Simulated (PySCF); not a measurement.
An unknown is described by computed data only.

Elements present: C, H, N, O and Si. Monoisotopic mass: 157.0923 u.

| Property | Result |
| --- | --- |
| 13C NMR | chemical shifts (computed TMS as zero) by class: 118.6 (1 C), 9.2 (3 C), 8.8 (3 C) ppm [GIAO KT2/pcSseg-1] |
| Triplet | lowest triplet excitation (Tamm–Dancoff): 6.64 eV [TDA CAM-B3LYP/def2-SVPD] |
| Polarisability | 118.0 au [CAM-B3LYP/def2-SVPD] |
| UV, first state | lowest singlet excitation: 7.36 eV (168 nm, f = 0.001) [TDDFT CAM-B3LYP/def2-SVPD] |
| NMR, other nuclei | isotropic shieldings of nuclei other than C and H, by class: 224 (1 N), 203 (1 O), 359 (1 Si) ppm [GIAO KT2/pcSseg-1] |
| Rotational structure | rotational constants A, B, C: 0.936, 0.780, 0.779 GHz [PBE0-D3(BJ)/def2-SVP] |
| XPS | Si2p3/2 106.6, C1s 290.0 (×3), C1s 290.6 (×3), C1s 294.3, N1s 404.9, O1s 538.8, Si1s 1846.5 eV [ΔSCF SCAN, pcX-2 on the ionised atom, pcseg-1 elsewhere, spin-free X2C, 2p3/2 from a spin–orbit splitting computed afterwards within the 2p shell] |

Gas-phase values; electronic properties from PySCF, density fitting. Levels stand in brackets. One conformer (not necessarily the lowest) at the PBE0-D3(BJ)/def2-SVP geometry, without solvent, vibrations or thermal averaging. NMR values are class means; diastereotopic atoms form classes of their own.

Question: Which formula fits the mass and the elements?

Answer: C7H15NOSi (calculated 157.0923). No other formula that holds each of these elements comes within 0.0003 u with a fitting electron parity and a possible valence count.

Question: Propose a structure and show how it fits.

Answer: 7 carbons fall into 3 classes; from least to most shielded: carbon bonded to N and O (118.6 ppm), carbon bonded to C, Si and 2 H (9.2 ppm, 3 C), carbon bonded to C and 3 H (8.8 ppm, 3 C). The other shieldings belong to: 224 ppm, nitrogen bonded to C and Si; 203 ppm, oxygen bonded to C; 359 ppm, silicon bonded to 3 C and N. The core levels belong to: Si2p3/2 106.6 eV, silicon bonded to 3 C and N; C1s 290.0 eV, carbon bonded to C, Si and 2 H; C1s 290.6 eV, carbon bonded to C and 3 H; C1s 294.3 eV, carbon bonded to N and O; N1s 404.9 eV, nitrogen bonded to C and Si; O1s 538.8 eV, oxygen bonded to C; Si1s 1846.5 eV, silicon bonded to 3 C and N. One atom of each topological class was ionised and stands for its class. By its constants the optimised geometry is a nearly prolate symmetric top. Structure: SiEt3(NCO) (`CC[Si](CC)(CC)N=C=O`). Computed isomers that give other values at the same levels: `C=CC[C@@H]1CO[Si@H](NC)C1` (rotational constant A: 2.475 GHz; this holds for the one conformer computed); `C1CCN([Si@@H]2CCCO2)C1` (rotational constant A: 2.200 GHz; this holds for the one conformer computed). The assignments are read from this structure; whether some other isomer fits the data as well wasn't checked.
